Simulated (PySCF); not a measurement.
PySCF input file for C3H6OSi, SMILES [SiH3][C@@H]1C=CO1, B3LYP-D3(BJ)/def2-SVP. The structure is a stationary point at B3LYP-D3(BJ)/def2-SVP. The structure was generated by enumeration; whether it is a known compound was not checked.

```python
import numpy as np
from pyscf import gto, scf, dft, df
from pyscf.hessian import thermo

mol = gto.M(
    atom='''
    Si    1.61208777    0.23257379   -0.11090256
    C    -0.21510016    0.08681577   -0.61866065
    C    -1.22576607    0.86623335    0.19344517
    C    -1.62890285   -0.31852503    0.68913044
    O    -0.77689200   -1.14465084   -0.01371737
    H     2.13655941    1.55621624   -0.56032514
    H     1.69930646    0.12790769    1.37030996
    H     2.41045984   -0.84817393   -0.75651890
    H    -0.36875678    0.06982806   -1.71111304
    H    -1.47487875    1.91509934    0.32449960
    H    -2.33816853   -0.72684839    1.41203270
    ''',
    basis='def2-SVP',
    charge=0,
    spin=0,
    max_memory=1600,
    verbose=3,
)
mf = dft.RKS(mol, xc='b3lyp').density_fit(auxbasis='def2-universal-jkfit')
mf.disp = 'd3bj'
mf.grids.level = 3
mf.conv_tol = 1e-11
mf.max_cycle = 100
mf.kernel()

# [left out here: the lines that compute and print the analytic Hessian (its translational invariance restored by hand, since the grid's response is missing), thermochemistry and intensities]
```

Log of the run:

```
[...]
       8   H                -0.06  0.09  0.00    0.29  0.08  0.13    0.01  0.19 -0.02
       9   H                -0.52 -0.05 -0.68   -0.05  0.00 -0.11   -0.07 -0.03 -0.06
      10   H                -0.11 -0.00 -0.11    0.06  0.01  0.07    0.29  0.21  0.37
Mode                                 9                  10                  11
Irrep
Freq [cm^-1]                      880.2384            924.7323            935.5317
Reduced mass [au]                   2.0840              1.1615              1.6865
Force const [Dyne/A]                0.9514              0.5852              0.8697
Char temp [K]                    1266.4670           1330.4839           1346.0218
Normal mode                   x     y     z       x     y     z       x     y     z
       0  Si                -0.00 -0.01  0.01    0.05  0.01  0.03    0.01 -0.02  0.01
       1   C                 0.03  0.10 -0.02    0.01 -0.03 -0.03   -0.03  0.05  0.01
       2   C                -0.04  0.01 -0.05    0.00 -0.01  0.01    0.04 -0.10 -0.06
       3   C                 0.12  0.01  0.05   -0.01 -0.01  0.01   -0.07 -0.02  0.09
       4   O                -0.05 -0.09  0.03   -0.00  0.04  0.00    0.02  0.05 -0.02
       5   H                -0.06  0.01 -0.02   -0.42  0.06 -0.36    0.01  0.03  0.12
       6   H                -0.02  0.09  0.01   -0.51 -0.16  0.04   -0.11  0.35  0.04
       7   H                -0.03  0.03 -0.09   -0.39 -0.13 -0.28   -0.04  0.10 -0.24
       8   H                -0.03  0.04 -0.01   -0.01 -0.09 -0.03   -0.07  0.22  0.01
       9   H                 0.02 -0.01  0.16   -0.06 -0.02  0.06    0.42  0.02 -0.29
      10   H                -0.43  0.07 -0.44   -0.01 -0.05 -0.03   -0.13 -0.07  0.01
Mode                                12                  13                  14
Irrep
Freq [cm^-1]                      951.6405            953.6461            974.8597
Reduced mass [au]                   1.1616              1.1287              2.5347
Force const [Dyne/A]                0.6198              0.6048              1.4193
Char temp [K]                    1369.1988           1372.0844           1402.6061
Normal mode                   x     y     z       x     y     z       x     y     z
       0  Si                -0.02  0.01  0.02   -0.02 -0.02  0.01    0.02  0.00  0.02
       1   C                 0.03  0.05 -0.02    0.04 -0.05 -0.02   -0.12 -0.04  0.11
       2   C                 0.02 -0.05 -0.02   -0.01  0.02  0.04   -0.02  0.08 -0.02
       3   C                -0.03 -0.02  0.03    0.01  0.00 -0.02    0.05  0.03 -0.05
       4   O                -0.01  0.01  0.02   -0.02  0.02  0.00    0.05 -0.07 -0.04
       5   H                 0.22 -0.27 -0.56    0.34 -0.16 -0.03    0.09 -0.10 -0.20
       6   H                -0.04 -0.46 -0.02   -0.17  0.42  0.05   -0.14 -0.02  0.02
       7   H                 0.32  0.25  0.01    0.10  0.36 -0.49    0.06  0.14 -0.17
       8   H                 0.09  0.10 -0.03    0.16 -0.19 -0.03   -0.33  0.10  0.14
       9   H                 0.09 -0.03 -0.05   -0.23 -0.04  0.15    0.17  0.14 -0.13
      10   H                -0.05  0.01  0.03    0.05 -0.03 -0.01    0.08  0.03 -0.02
Mode                                15                  16                  17
Irrep
Freq [cm^-1]                     1052.8963           1140.4226           1169.6567
Reduced mass [au]                   1.5966              1.5155              1.6760
Force const [Dyne/A]                1.0429              1.1613              1.3509
Char temp [K]                    1514.8834           1640.8142           1682.8756
Normal mode                   x     y     z       x     y     z       x     y     z
       0  Si                -0.00  0.00 -0.00   -0.01  0.00  0.01    0.00 -0.00  0.00
       1   C                -0.00  0.05  0.01    0.08 -0.04  0.03   -0.06  0.08  0.08
       2   C                 0.00  0.04  0.01    0.02 -0.05 -0.07    0.07 -0.07 -0.04
       3   C                 0.06 -0.08 -0.05    0.05 -0.01 -0.04    0.03 -0.03 -0.03
       4   O                -0.08  0.03  0.06   -0.06  0.06  0.03   -0.01  0.05 -0.03
       5   H                 0.00 -0.00  0.01    0.04 -0.02  0.00   -0.01 -0.00 -0.01
       6   H                 0.01 -0.01 -0.00    0.06  0.01 -0.00    0.01 -0.01  0.00
       7   H                 0.01 -0.00  0.02   -0.03  0.01 -0.03    0.04  0.02  0.02
       8   H                 0.04 -0.28  0.01   -0.60  0.37  0.12   -0.16 -0.60  0.11
       9   H                 0.27  0.14 -0.28   -0.17 -0.13  0.18   -0.13 -0.15  0.10
      10   H                 0.23 -0.52 -0.13    0.15 -0.11 -0.01   -0.06  0.32  0.07
Mode                                18                  19                  20
Irrep
Freq [cm^-1]                     1224.9848           1299.4441           1618.6766
Reduced mass [au]                   1.9273              1.9356              5.0534
Force const [Dyne/A]                1.7040              1.9257              7.8010
Char temp [K]                    1762.4804           1869.6108           2328.9153
Normal mode                   x     y     z       x     y     z       x     y     z
       0  Si                -0.01 -0.00  0.00   -0.00 -0.00  0.00   -0.00  0.00 -0.00
       1   C                 0.15  0.02 -0.03    0.00  0.05  0.01    0.01 -0.01 -0.00
       2   C                -0.08  0.03  0.05    0.07  0.03 -0.07    0.06  0.16 -0.08
       3   C                -0.04  0.00  0.04   -0.09  0.08  0.08   -0.04 -0.18  0.06
       4   O                 0.02 -0.03 -0.05    0.03 -0.07 -0.03   -0.00  0.01  0.00
       5   H                -0.02 -0.01 -0.02   -0.02  0.00 -0.01    0.01 -0.01  0.01
       6   H                 0.06  0.00 -0.00    0.01 -0.01 -0.00    0.00  0.00 -0.00
       7   H                -0.02  0.01 -0.02    0.02  0.01  0.01   -0.01 -0.01 -0.00
       8   H                -0.47 -0.35  0.06   -0.11 -0.20  0.04   -0.02  0.07 -0.00
       9   H                 0.19  0.13 -0.21   -0.23 -0.06  0.20   -0.12  0.14  0.09
      10   H                -0.03  0.12  0.13    0.13 -0.55 -0.04   -0.19  0.13  0.16
Mode                                21                  22                  23
Irrep
Freq [cm^-1]                     2218.7746           2229.8502           2249.9101
Reduced mass [au]                   1.0348              1.0401              1.0459
Force const [Dyne/A]                3.0014              3.0471              3.1193
Char temp [K]                    3192.3227           3208.2580           3237.1198
Normal mode                   x     y     z       x     y     z       x     y     z
       0  Si                 0.01  0.03 -0.01    0.02 -0.03 -0.01   -0.00 -0.00  0.04
       1   C                -0.00  0.00 -0.00   -0.00 -0.00 -0.00   -0.00 -0.00  0.00
       2   C                -0.00 -0.00  0.00    0.00  0.00  0.00   -0.00 -0.00 -0.00
       3   C                -0.00  0.00  0.00    0.00 -0.00 -0.00    0.00  0.00 -0.00
       4   O                 0.00 -0.00 -0.00   -0.00  0.00  0.00    0.00  0.00 -0.00
       5   H                -0.34 -0.86  0.29    0.05  0.11 -0.04    0.03  0.07 -0.01
       6   H                -0.00  0.02 -0.11   -0.00  0.00 -0.17   -0.06  0.07 -0.96
       7   H                -0.06  0.10  0.05   -0.51  0.69  0.42    0.09 -0.13 -0.06
       8   H                 0.00  0.00 -0.00    0.00  0.00 -0.00    0.01  0.00  0.01
       9   H                 0.00  0.00 -0.00   -0.00  0.00 -0.00    0.00 -0.00  0.00
      10   H                -0.00 -0.00 -0.00   -0.00  0.00 -0.00    0.00  0.00  0.00
Mode                                24                  25                  26
Irrep
Freq [cm^-1]                     3070.5501           3219.2289           3285.7778
Reduced mass [au]                   1.0857              1.0954              1.1121
Force const [Dyne/A]                6.0312              6.6886              7.0742
Char temp [K]                    4417.8379           4631.7537           4727.5027
Normal mode                   x     y     z       x     y     z       x     y     z
       0  Si                 0.00  0.00 -0.00    0.00 -0.00  0.00    0.00  0.00  0.00
       1   C                -0.01 -0.00 -0.08    0.00  0.00 -0.00    0.00 -0.00 -0.00
       2   C                -0.00 -0.00  0.00    0.01 -0.01 -0.00   -0.02  0.09  0.01
       3   C                -0.00  0.00  0.00   -0.05 -0.03  0.05   -0.02 -0.02  0.02
       4   O                 0.00  0.00 -0.00    0.00 -0.00 -0.00    0.00 -0.00 -0.00
       5   H                -0.00 -0.00  0.00   -0.00 -0.00 -0.00   -0.00 -0.00  0.00
       6   H                 0.00 -0.00  0.00   -0.00  0.00 -0.00   -0.00 -0.00 -0.00
       7   H                -0.00  0.00  0.00   -0.00 -0.00 -0.00   -0.00  0.00 -0.00
       8   H                 0.14  0.02  0.95   -0.00 -0.00  0.01    0.00  0.00  0.01
       9   H                -0.00  0.01  0.00   -0.06  0.23  0.03    0.21 -0.89 -0.11
      10   H                -0.01 -0.00  0.01    0.60  0.35 -0.61    0.14  0.09 -0.15
temperature 298.1500 [K]
pressure 101325.00 [Pa]
Rotational constants [GHz] 9.65238 2.87107 2.54691
Symmetry number 1
Zero-point energy (ZPE) 0.07752 [Eh]   203526.554 [J/mol]
                           tot       elec      trans        rot        vib
Entropy [J/mol/K]       314.591      0.000    164.323    108.466     41.802
Cv [J/mol/K]             87.059      0.000     12.472     12.472     62.115
Cp [J/mol/K]             95.373      0.000     20.786     12.472     62.115
Internal energy [J/mol]                      3718.434   3718.434 211215.475
Internal energy [Eh]   -482.27673  -482.36001
Enthalpy [J/mol]                             6197.391   3718.434 211215.475
Enthalpy [Eh]          -482.27579
Gibbs free energy [J/mol]                  -42795.501 -28620.646 198752.127
Gibbs free energy [Eh] -482.31151
static polarisability / bohr^3: [[63.562  2.064 -8.914]
 [ 2.061 55.186 -2.768]
 [-8.911 -2.769 50.32 ]]
largest difference of analytic and finite-field dipole derivatives / e: 0.001161964197795573
mode   freq/cm-1   IR/(km/mol)   Raman/(A^4/amu)   depolarisation
   1      168.43         0.100             0.282            0.707
   2      182.57         0.522             2.211            0.577
   3      218.11         1.937             0.504            0.710
   4      483.17        33.295             4.673            0.117
   5      558.82        26.904            10.413            0.574
   6      635.72        46.737            14.121            0.736
   7      700.24        42.900             1.726            0.747
   8      802.15        18.736             7.660            0.441
   9      876.95        37.737             1.867            0.706
  10      880.24         2.738             0.942            0.560
  11      924.73       198.175             8.192            0.745
  12      935.53        11.185             7.205            0.710
  13      951.64        49.275            24.616            0.744
  14      953.65        58.429            21.116            0.748
  15      974.86        18.114             2.570            0.335
  16     1052.90        59.344             5.845            0.733
  17     1140.42         7.231            19.270            0.260
  18     1169.66         9.209             7.229            0.463
  19     1224.98        12.417             8.396            0.611
  20     1299.44        11.719             3.772            0.292
  21     1618.68        11.833            25.467            0.082
  22     2218.77       100.055           150.917            0.155
  23     2229.85       103.225           153.238            0.247
  24     2249.91        83.006            80.097            0.432
  25     3070.55         9.917           120.943            0.317
  26     3219.23         4.500           126.945            0.427
  27     3285.78         1.570            95.788            0.176
max |gradient| / (hartree/bohr): 6.180187433044279e-05
APT charges: [ 1.0512  0.0212 -0.1832  0.3236 -0.6274 -0.2601 -0.2342 -0.2628  0.0031
  0.0891  0.0795]
```

The run converged.

Cost: about 4 core-minutes (a rough figure).
